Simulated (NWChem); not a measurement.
System meant: WH2S3O; SMILES [OH][W](=[S])(=[S])[SH]

Input file for NWChem:

```
start job
memory heap 200 mb stack 900 mb global 1100 mb
geometry units angstroms noautoz
  W      0.018698    -0.019710    -0.156323
  S      1.853227    -0.693087     0.691108
  S     -1.590029    -1.124676     0.682563
  O      0.063390    -0.189469    -2.012218
  H      0.073214    -0.917705    -2.642037
  S     -0.372474     2.177618     0.504713
  H      0.901849     2.602091     0.323076
end
basis spherical
  * library def2-svp
end
dft
  xc xpbe96 cpbe96
  iterations 150
  mulliken
end
task dft energy
```

End of the output:

```
          Convergence Information
          -----------------------
          Convergence aids based upon iterative change in
          total energy or number of iterations.
          Levelshifting, if invoked, occurs when the
          HOMO/LUMO gap drops below (HL_TOL):  1.00D-02
          DIIS, if invoked, will attempt to extrapolate
          using up to (NFOCK): 10 stored Fock matrices.

                    Damping( 0%)  Levelshifting(0.5)       DIIS
                  --------------- ------------------- ---------------
          dE  on:    start            ASAP                start
          dE off:    2 iters        150 iters           150 iters

      Screening Tolerance Information
      -------------------------------
          Density screening/tol_rho:  1.00D-10
          AO Gaussian exp screening on grid/accAOfunc:  14
          CD Gaussian exp screening on grid/accCDfunc:  20
          XC Gaussian exp screening on grid/accXCfunc:  20
          Schwarz screening/accCoul:  1.00D-08

      Superposition of Atomic Density Guess
      -------------------------------------

      charge =      74.0 W (Tungsten)

      symmetry species            s     p     d     f
      number of basis functions = 7     6     5     1
      number of cont. functions = 6     3     2     1
      number of closed shells   = 6     4     2     1
      number of open shells     = 0     0     1     0
      open shell occupation     = 0     0     4     0
 ------------------------------------------------------------------------
 atomscf:atomd: error in atom scf                   0
 ------------------------------------------------------------------------
 ------------------------------------------------------------------------
  current input line :
    20: task dft energy
 ------------------------------------------------------------------------
 ------------------------------------------------------------------------
 This error has not yet been assigned to a category
 ------------------------------------------------------------------------
 For more information see the NWChem manual at https://nwchemgit.github.io

0:atomscf:atomd: error in atom scf:Received an Error in Communication
```

Find the fault in this run and fix the input.

The run crashed. Cause: the def2 basis of a heavy element holds valence functions alone and wants its effective core potential (without it all electrons must fit into that basis). This input runs:
```
start job
memory heap 200 mb stack 900 mb global 1100 mb
geometry units angstroms noautoz
  W      0.018698    -0.019710    -0.156323
  S      1.853227    -0.693087     0.691108
  S     -1.590029    -1.124676     0.682563
  O      0.063390    -0.189469    -2.012218
  H      0.073214    -0.917705    -2.642037
  S     -0.372474     2.177618     0.504713
  H      0.901849     2.602091     0.323076
end
basis spherical
  * library def2-svp
end
ecp
  W library def2-ecp
end
dft
  xc xpbe96 cpbe96
  iterations 150
  mulliken
end
task dft energy
```
It converges to -1337.31381 Ha (PBE/def2-SVP with def2 effective core potentials on W).
